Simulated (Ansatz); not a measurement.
SiHCl$_{3}$, closed shell: a trajectory.

Input (in.yaml):

```yaml
crystal:
  periodic: [false, false, false]
  atoms:
    - {symbol: Si, position_ang: [-0.058206, 0.069528, -0.064985]}
    - {symbol: Cl, position_ang: [1.598632, -0.554697, -1.057277]}
    - {symbol: Cl, position_ang: [-1.208188, -1.534255, 0.409187]}
    - {symbol: H, position_ang: [-0.824846, 0.985227, -0.920675]}
    - {symbol: Cl, position_ang: [0.492608, 1.034197, 1.633649]}
basis:
  gaussian: {orbitals: def2-SVP}
hamiltonian: {xc: pbe0, dispersion: d4}
md: {n_steps: 30, timestep: 1.0, temperature: 200, ensemble: npt_langevin, seed: 642, pressure: 1.0, initial_velocities: maxwell_boltzmann}
```

Launched with

```bash
ansatz run in.yaml --threads 2 --pin off --events-out ev --progress --plain --max-ram 4352MiB
```

Output of Ansatz 0.2.0:

```
Error: invalid value for `basis.gaussian`: such a run doesn't read md.pressure; remove what it names
```

The run took about 0.05 s on 2 CPU threads of an Arm Neoverse V2 (shared host).


The program refused the input. A pressure has no meaning for a molecule without a cell.